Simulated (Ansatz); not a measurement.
Species: H3Al, SMILES `[AlH3]` (charge 0, multiplicity 1).

### Question
Give a relaxed geometry from B3LYP-D3(BJ)/def2-TZVP (Ansatz, an electronic-structure program).

### Answer
the end point of this relaxation (outside a Z-matrix the atoms follow the SMILES, hydrogens last).
Z-matrix (Å, degrees):
```
Al
H 1 1.5804
H 1 1.5804 2 120.00
H 1 1.5804 2 120.00 3 179.97
```
